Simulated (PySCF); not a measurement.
C₂H₇BOS, SMILES COB(C)S. Geometry: PBE-D3(BJ)/def2-SVP. The structure was generated by enumeration, and PubChem lists no compound with its InChIKey, so it may never have been made. Other conformers were not sampled.

Problem. Give the equilibrium geometry at PBE-D3(BJ)/def2-SVP (PySCF confirms it by a frequency run) as Cartesian coordinates in Å, and its point group. (Estimate from the structure and the level; the computed values follow.)

Solution. One answer among several that fit: point group Cs.
```xyz
12

B      0.4424    -0.3219     0.0000
C      1.4809    -1.5095     0.0000
H      2.5226    -1.1328     0.0000
H      1.3465    -2.1610    -0.8891
H      1.3465    -2.1610     0.8891
O      0.9092     0.9605     0.0000
C      0.0563     2.0945     0.0000
H     -0.5958     2.1107     0.9007
H      0.6876     3.0043     0.0000
H     -0.5958     2.1107    -0.9007
S     -1.3817    -0.5881     0.0000
H     -1.3138    -1.9464     0.0000
```
Charge 0, spin multiplicity 1.
